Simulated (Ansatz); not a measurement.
```xyz
3

C     0.0000    0.0000   -0.1940
H     0.0000    0.9308    0.5820
H     0.0000   -0.9308    0.5820
```

Basis set: 6-31G* (spherical functions). Frozen core: 1 orbital. Charge 0, multiplicity 1.

Computed with Ansatz (development build ahead of 0.2.0); each method stands on the lowest determinant of its kind that the runs found. Restricted open shells among the atoms or ions are ROHF, correlated in semicanonical orbitals with singles.

The atomization energy at this shape (free ground-state atoms in the same class of orbitals less the molecule, no zero-point energy) of singlet CH2:

```tsv
method	atomization energy
RHF	116.44 kcal/mol
```

Question: What does RHF-MP2 give?

Answer: 144.85 kcal/mol. Caution: another spin multiplicity may lie lower; in another basis set an unrestricted determinant lies well below; the shape is not the minimum.
